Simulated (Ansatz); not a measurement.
Saddle point of SiH$_{4}$BrF, closed shell (SiH₃Br ([SiH3][Br]) + HF → SiH₃F ([F][SiH3]) + HBr; bonds formed: Si1–F7, Br2–H6; bonds broken: Si1–Br2, H6–F7), PBE0-D4/def2-TZVP structure:

| atom | x (Å) | y (Å) | z (Å) |
| --- | --- | --- | --- |
| Si1 | -0.3649 | 0.4197 | -0.3108 |
| Br2 | 0.0021 | -2.1002 | 0.2417 |
| H3 | -0.8235 | -0.0763 | -1.6263 |
| H4 | -1.4111 | 0.5639 | 0.7146 |
| H5 | 0.2279 | 1.7472 | -0.6168 |
| H6 | 1.1254 | -0.7904 | 0.8460 |
| F7 | 1.2440 | 0.2361 | 0.7516 |

Energies are electronic, without zero-point energy. Barriers and step energies count from the start structure reached by relaxing down the imaginary mode; all methods use the PBE0-D4 structures, on which another method's saddle can fall below an end. Ansatz 0.2.0; basis: def2-TZVPP, with def2-QZVPP for the basis limit; cores frozen in the correlated methods. Filled d shells of the heavier atoms are correlated. The def2 sets are not built for correlating such inner shells, so the correlated values are less sure here. B3LYP uses VWN-RPA correlation. Extrapolation: Hartree–Fock as exp(−7.88 √X), correlation as X^−2.97.

```csv
method,barrier (kcal/mol),step energy (kcal/mol)
SPW92,16.67,-4.91
PBE-D4,23.28,-5.02
BLYP-D4,25.23,-8.54
r2SCAN-D4,25.02,-7.33
B97M-V,28.31,-9.51
PBE0-D4,?,-5.22
B3LYP-D4,27.75,-8.54
r2SCAN0-D4,27.57,-6.88
BHLYP-D4,?,-9.10
CAM-B3LYP-D4,27.76,-10.02
wB97X-V,28.58,-7.93
wB97M-V,27.04,-7.53
B2PLYP,?,-9.26
PBE-QIDH,29.25,-6.37
RPA on PBE,29.68,-9.79
HF,40.45,-11.91
MP2,29.53,-7.39
CCSD,32.34,-9.01
CCSD(T),30.40,-8.42
```

**Question.** Fill in the withheld barriers. (Judge from chemistry; the value comes from the calculation.)

**Answer.** The calculation gives: BHLYP-D4 31.33; B2PLYP 28.89; PBE0-D4 26.89 kcal/mol. Each is the energy of the saddle less that of the start structure, by the same method.

For comparison, the barrier by CCSD(T) at an estimated basis limit (MP2 extrapolated from triple and quadruple zeta, plus CCSD(T) − MP2 in triple zeta) is 30.07 kcal/mol.

T1 diagnostic: at most 0.010.

Labels in which every atom is bracketed show which atoms are joined, not bond orders.

For scale, one of the runs: CCSD(T)/def2-TZVPP, 177 basis functions, launched by `ansatz run in.yaml --threads 4 --pin off --events-out ev --progress --plain --max-ram 9574MiB`. Time: 35 s of wall clock on 4 CPU threads of an Arm Neoverse V1; the host was shared. Peak host memory: 1.6 GiB.
